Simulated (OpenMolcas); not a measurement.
# Cr4+: moving the ligands

Cr4+ with 6 ligands (ammonia) in octahedral coordination (S6) at 1.97 Å. Ligand basis ANO-RCC-VDZP.
```
Cr    0.0000    0.0000    0.0000
N     1.9700    0.0000    0.0000
H     2.3521    0.9457    0.0000
H     2.3521   -0.4729    0.8190
H     2.3521   -0.4729   -0.8190
N     0.0000    1.9700    0.0000
H     0.0000    2.3521    0.9457
H     0.8190    2.3521   -0.4729
H    -0.8190    2.3521   -0.4729
N    -1.9700    0.0000    0.0000
H    -2.3521   -0.9457    0.0000
H    -2.3521    0.4729   -0.8190
H    -2.3521    0.4729    0.8190
N     0.0000   -1.9700    0.0000
H     0.0000   -2.3521   -0.9457
H    -0.8190   -2.3521    0.4729
H     0.8190   -2.3521    0.4729
N     0.0000    0.0000    1.9700
H     0.9457    0.0000    2.3521
H    -0.4729    0.8190    2.3521
H    -0.4729   -0.8190    2.3521
N     0.0000    0.0000   -1.9700
H    -0.9457    0.0000   -2.3521
H     0.4729   -0.8190   -2.3521
H     0.4729    0.8190   -2.3521
```

```json
{
  "Program": "OpenMolcas 26.06",
  "Method": "CASSCF",
  "Basis": "ANO-RCC-VDZP [5s4p2d1f]",
  "Scalar Hamiltonian": "DKH2, point nucleus",
  "Active space": "2 electrons in 5 orbitals (3d)",
  "State averaging": "2S+1 = 3 even, 10 roots; 2S+1 = 1 even, 15 roots",
  "Spin-orbit coupling": "RASSI with atomic mean-field integrals over the reference wave functions"
}
```

Runs around this geometry, states. Energies in cm-1 above the lowest state or level, χT in cm3 K/mol.

```
R (Å)  Ground state  First state of that spin  First gap with spin-orbit (degeneracies)  χT at 300 K  First state of another spin
  1.9      2S+1 = 3                     114.7                               45.4 (2, 2)        0.780              2S+1 = 1: 14715
 1.97      2S+1 = 3                      99.7                               40.4 (2, 2)        0.769              2S+1 = 1: 14998
 2.09      2S+1 = 3                      69.0                               28.9 (2, 2)        0.754              2S+1 = 1: 15364
```

An orbital doublet at a regular site is open to a Jahn-Teller distortion, which this geometry leaves out. Without dynamic correlation the repulsion within the d shell is too large (B by tens of per cent), so at a given field states of lower spin stand too high. The least metal-like active orbital is 72 % on the metal (Löwdin) and no ligand orbital is active, so the numbers are rough. Ligand-to-metal charge-transfer states are missing. With no ligand orbital active B as a rule stays too high, so bands that hang on it stand too high and its fall with covalency is understated. With metal d orbitals alone the field can be off either way by tens of per cent. No measured value stands beside these numbers; the geometry is a model, was not optimised and need not be the one that this ion takes.

A state without a sure symmetry label is named by its multiplicity alone.
